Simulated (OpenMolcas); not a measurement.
Si5H10 (SMILES [SiH2]1[SiH2][SiH2][SiH2][SiH2]1): the vertical energy of the triplet above the singlet, rung by rung

Si5H10 has 15 atoms, charge 0, and is taken as a singlet. SMILES: `[SiH2]1[SiH2][SiH2][SiH2][SiH2]1`. The shape is that of a PBE0-D4/def2-TZVP optimisation. This is one conformer, not always the lowest.

```csv
atom,x (Å),y (Å),z (Å)
Si,-1.0841,1.4590,0.7077
Si,-0.0591,-0.2506,1.9352
Si,1.6853,-0.8474,0.4933
Si,0.6067,-0.9777,-1.5859
Si,-1.1322,0.6110,-1.4832
H,-0.1942,2.6547,0.7406
H,-2.4286,1.8530,1.2106
H,0.3852,0.1619,3.2945
H,-1.0009,-1.3991,2.0636
H,2.3951,-2.1005,0.8694
H,2.6714,0.2703,0.4617
H,0.0144,-2.3356,-1.7461
H,1.5300,-0.7297,-2.7271
H,-0.9524,1.6907,-2.4926
H,-2.4368,-0.0599,-1.7414
```

Quantity: the vertical energy of the triplet above the singlet, in eV. The values are calculated.

```json
{"level": "HF/6-31G* (spherical functions)", "kind": "Hartree–Fock", "program": "OpenMolcas", "value (eV)": "6.23", "CPU time (all runs)": "63 s"}
{"level": "SVWN5/6-31G* (spherical functions)", "kind": "LDA", "program": "OpenMolcas", "value (eV)": "5.18", "CPU time (all runs)": "3.1 min"}
{"level": "PBE/6-31G* (spherical functions)", "kind": "GGA", "program": "OpenMolcas", "value (eV)": "5.13", "CPU time (all runs)": "4.1 min"}
{"level": "revPBE/6-31G* (spherical functions)", "kind": "GGA", "program": "OpenMolcas", "value (eV)": "5.13", "CPU time (all runs)": "3.9 min"}
{"level": "r2SCAN/6-31G* (spherical functions)", "kind": "meta-GGA", "program": "OpenMolcas", "value (eV)": "5.33", "CPU time (all runs)": "5.7 min"}
{"level": "PBE0/6-31G* (spherical functions)", "kind": "global hybrid", "program": "OpenMolcas", "value (eV)": "5.54", "CPU time (all runs)": "4.2 min"}
```

The values span 5.13 to 6.23 eV. A triplet this far above the singlet is often a Rydberg-like or dissociative state; sets without diffuse functions put Rydberg states too high. CPU times are rough (shared hosts, several kinds of processor): they show what a rung costs within a factor of a few.
